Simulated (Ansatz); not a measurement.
Cost and result for the atomization energy of C2H3AlCl3N, SMILES `CC#[N+][Al-]([Cl])([Cl])[Cl]` (10 atoms, 9 bonds).

```csv
atom,x (Å),y (Å),z (Å)
C1,1.962,-0.764,0.757
C2,0.700,-0.273,0.271
N3,-0.301,0.117,-0.115
Al4,-2.029,0.790,-0.783
Cl5,-1.397,2.209,-2.207
Cl6,-2.884,1.561,0.983
Cl7,-2.895,-0.974,-1.544
H8,2.178,-1.730,0.296
H9,2.751,-0.055,0.501
H10,1.914,-0.881,1.841
```

Charge 0, multiplicity 1. The structure was optimised at the PBE0-D4/def2-TZVP level. Program: Ansatz. All runs use 4 threads of an Arm Neoverse V2 on a shared host. Times are those of one run each, without the atoms' runs, and a repeat can differ threefold. Electronic energies, without spin–orbit coupling; frozen cores. CCSD(T)/CBS adds CCSD(T) − MP2 in def2-TZVPP to the MP2 limit, and its time is that of the two runs behind it. T1 = 0.010.

CCSD(T)/CBS is a level of theory with its own doubt, some kJ/mol a heavy atom from the limit and from the frozen cores, so smaller differences don't rank the functionals.

```tsv
level	functions	wall time	atomization (kcal/mol)	difference from CCSD(T)/CBS	per bond
BLYP-D4/def2-TZVPP	303	3.4 s	948.2	-7.1	-0.8
PBE0-D4/def2-TZVPP	303	7 s	957.8	2.5	0.3
BHLYP-D4/def2-TZVPP	303	7 s	921.2	-34.1	-3.8
CAM-B3LYP-D4/def2-TZVPP	303	7 s	951.5	-3.8	-0.4
r2SCAN-D4/def2-TZVPP (with forces)	303	8.5 s	959.7	4.4	0.5
PBE-QIDH/def2-TZVPP	303	10 s	953.2	-2.1	-0.2
r2SCANh-D4/def2-TZVPP	303	11 s	952.3	-3.0	-0.3
CCSD(T)/def2-SVP	129	13 s	901.1	-54.2	-6.0
B97M-V/def2-TZVPP	303	16 s	963.5	8.2	0.9
ωB97M-V/def2-TZVPP (with forces)	303	20 s	959.1	3.8	0.4
MP2/def2-QZVPP	541	38 s	976.8	21.5	2.4
CCSD(T)/def2-TZVPP	303	9.1 min	926.1	-29.2	-3.2
CCSD(T)/CBS(def2)	–	9.7 min	955.3	0.0	0.0
```

The D4 term adds +11.8 kcal/mol with B3LYP and +6.3 kcal/mol with PBE0; it sums over pairs of atoms, weighted by their polarisabilities, and B3LYP, whose exchange is more repulsive, gets the larger term. At CCSD(T), def2-SVP lies −54.2 kcal/mol from the extrapolated value and def2-TZVPP −29.2 kcal/mol: correlation converges slowly with the basis, and small sets miss more of it in the bonded molecule than in its fragments. From BLYP to BHLYP (50 % exact exchange), in def2-TZVPP and without D4, the atomization energy moves by −21.5 kcal/mol: exact exchange takes away binding that semilocal exchange gives to molecules.

B3LYP here is the variant with VWN-RPA as its local correlation; programs differ in this.
